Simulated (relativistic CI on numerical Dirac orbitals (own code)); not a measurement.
**Crystal-field levels of Cu²⁺, 3d9**

Calculated by Dirac-Coulomb-Breit CI, separate exchange-only KLI orbitals for each configuration, model QED, valence Slater integrals scaled by 0.9, one configuration in a parametric crystal field (own radial code).

Field parameters in Wybourne normalisation: D3d B²₀ = −7Dσ, B⁴₀ = −14Dq − 21Dτ, B⁴₃ = −14√(10/7) Dq. The field is a parameter set, without covalency.

S and J are read from ⟨S²⟩ = S(S + 1) and ⟨J²⟩ = J(J + 1) of each level; they are not fictitious spins.

D3d, 10Dq = 17700, Dσ = -1200, Dτ = -330 cm⁻¹, the lowest 5 levels:

```
E (cm⁻¹)  Degeneracy  Irrep     S     J
     0.0           2  Γ5+Γ6  0.50  2.22
    91.3           2     Γ4  0.50  2.18
   12697           2     Γ4  0.50  2.15
   18163           2     Γ4  0.50  2.28
   19051           2  Γ5+Γ6  0.50  1.87
```

Principal g values of the ground doublet: 0.00, 0.00, 2.44.

D3d, 10Dq = 17700, Dσ = -980, Dτ = -330 cm⁻¹, the lowest 5 levels:

| E (cm⁻¹) | Degeneracy | Irrep | S | J |
| --- | --- | --- | --- | --- |
| 0.0 | 2 | Γ5+Γ6 | 0.50 | 2.21 |
| 58.8 | 2 | Γ4 | 0.50 | 2.19 |
| 13081 | 2 | Γ4 | 0.50 | 2.17 |
| 17905 | 2 | Γ4 | 0.50 | 2.27 |
| 18746 | 2 | Γ5+Γ6 | 0.50 | 1.88 |

Principal g values of the ground doublet: 0.00, 0.00, 2.36.

D3d, 10Dq = 17700, Dσ = -760, Dτ = -330 cm⁻¹, the lowest 5 levels:

```json
{"E (cm⁻¹)": "0.0", "Degeneracy": "2", "Irrep": "Γ5+Γ6", "S": "0.50", "J": "2.20"}
{"E (cm⁻¹)": "24.7", "Degeneracy": "2", "Irrep": "Γ4", "S": "0.50", "J": "2.20"}
{"E (cm⁻¹)": "13471", "Degeneracy": "2", "Irrep": "Γ4", "S": "0.50", "J": "2.19"}
{"E (cm⁻¹)": "17670", "Degeneracy": "2", "Irrep": "Γ4", "S": "0.50", "J": "2.24"}
{"E (cm⁻¹)": "18461", "Degeneracy": "2", "Irrep": "Γ5+Γ6", "S": "0.50", "J": "1.89"}
```

Principal g values of the ground doublet: 0.00, 0.00, 2.27.

The free-ion ground term has S = 1/2. Every field shown keeps that spin.

Levels of this model without a field, named by their leading LS term: 2D_5/2 0, 2D_3/2 2000 cm⁻¹.
